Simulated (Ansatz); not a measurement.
All values below come from Ansatz (a quantum-chemistry and plane-wave program) with B3LYP-D3(BJ)/def2-TZVP. No frequencies were computed at this level.

Ansatz 0.2 input:
```yaml
crystal:
  periodic: [false, false, false]
  atoms:
    - { symbol: F, position_ang: [1.476621, -0.592299, -0.210927] }
    - { symbol: Al, position_ang: [-0.035302, 0.014168, -0.007545] }
    - { symbol: H, position_ang: [-1.231555, -0.777868, -0.532121] }
    - { symbol: H, position_ang: [-0.209763, 1.355998, 0.701353] }
basis:
  gaussian: { orbitals: def2-tzvp }
hamiltonian:
  xc: b3lyp
  dispersion: d3bj
relax:
  max_steps: 150
```

Output:

```
Functional definition: B3LYP
503 factors; their error is unknown
mean field evaluation 1: about -9347.6203 eV, gradient 4.1e1 eV
mean field evaluation 2: about -9341.4211 eV, gradient 7.9e1 eV
mean field evaluation 4: about -9350.0991 eV, gradient 6.2e-1 eV
mean field evaluation 8: about -9350.1168 eV, gradient 6.5e-2 eV
mean field -9350.11675462 eV, -343.6104529954 hartree, gradient 1.1e-5 eV, S^2 0.000000; 0 other end points of the search recorded, 0 dependent functions left out
reference -9350.11697079 eV, -343.6104609397 hartree; 12, 12 occupied and 68, 68 virtual orbitals, 503 factors
relax step   1: F+E_penalty+E_count = -9350.17491197 eV  Δ(F+E_penalty+E_count) = +0.000e0 eV  max|allowed force component| = 5.999e-1 eV/Å  Δτ_max = 0.0000 Å  (22 SCF iters, accepted)
these checks for a lower state are left out or cut short: starts, cluster_reference, orbital_swaps, neighbouring_geometries, increment
503 factors; their error is unknown
mean field evaluation 16: about -9350.1359 eV, gradient 3.8e-3 eV
mean field -9350.15273444 eV, -343.6117752297 hartree, gradient 1.5e-5 eV, S^2 0.000000; 0 other end points of the search recorded, 0 dependent functions left out
reference -9350.15295089 eV, -343.6117831838 hartree; 12, 12 occupied and 68, 68 virtual orbitals, 503 factors
relax step   2: F+E_penalty+E_count = -9350.21067552 eV  Δ(F+E_penalty+E_count) = -3.576e-2 eV  max|allowed force component| = 2.218e-1 eV/Å  Δτ_max = 0.0508 Å  (24 SCF iters, accepted)
these checks for a lower state are left out or cut short: starts, cluster_reference, orbital_swaps, neighbouring_geometries, increment
503 factors; their error is unknown
mean field -9350.15453636 eV, -343.6118414489 hartree, gradient 1.6e-5 eV, S^2 0.000000; 0 other end points of the search recorded, 0 dependent functions left out
reference -9350.15475272 eV, -343.6118494000 hartree; 12, 12 occupied and 68, 68 virtual orbitals, 503 factors
relax step   3: F+E_penalty+E_count = -9350.21241317 eV  Δ(F+E_penalty+E_count) = -1.738e-3 eV  max|allowed force component| = 1.202e-1 eV/Å  Δτ_max = 0.0068 Å  (25 SCF iters, accepted)
these checks for a lower state are left out or cut short: starts, cluster_reference, orbital_swaps, neighbouring_geometries, increment
503 factors; their error is unknown
mean field evaluation 32: about -9350.1556 eV, gradient 1.0e-5 eV
mean field -9350.15559293 eV, -343.6118802770 hartree, gradient 1.6e-5 eV, S^2 0.000000; 0 other end points of the search recorded, 0 dependent functions left out
reference -9350.15580926 eV, -343.6118882270 hartree; 12, 12 occupied and 68, 68 virtual orbitals, 503 factors
relax step   4: F+E_penalty+E_count = -9350.21345169 eV  Δ(F+E_penalty+E_count) = -1.039e-3 eV  max|allowed force component| = 4.357e-3 eV/Å  Δτ_max = 0.0126 Å  (26 SCF iters, accepted)
503 factors; their error is unknown
mean field -9350.15559293 eV, -343.6118802770 hartree, gradient 1.5e-5 eV, S^2 0.000000; 1 other end points of the search recorded, 0 dependent functions left out
reference -9350.15580926 eV, -343.6118882270 hartree; 12, 12 occupied and 68, 68 virtual orbitals, 503 factors
Total energy: -9350.21366802 eV, -343.6140144972 hartree
Atom 0 at     1.470321    -0.589755    -0.210072 Å, force     0.003186    -0.001294    -0.000403 eV/Å
Atom 1 at    -0.054193     0.021730    -0.005009 Å, force     0.003990    -0.001551    -0.000621 eV/Å
Atom 2 at    -1.244277    -0.835769    -0.564366 Å, force    -0.002819     0.003027     0.001440 eV/Å
Atom 3 at    -0.171850     1.403793     0.730207 Å, force    -0.004357    -0.000183    -0.000416 eV/Å
Dipole moment:    -0.266893     0.107042     0.035916 e Å
```

Cost: about 2.0 core-seconds (a rough figure).
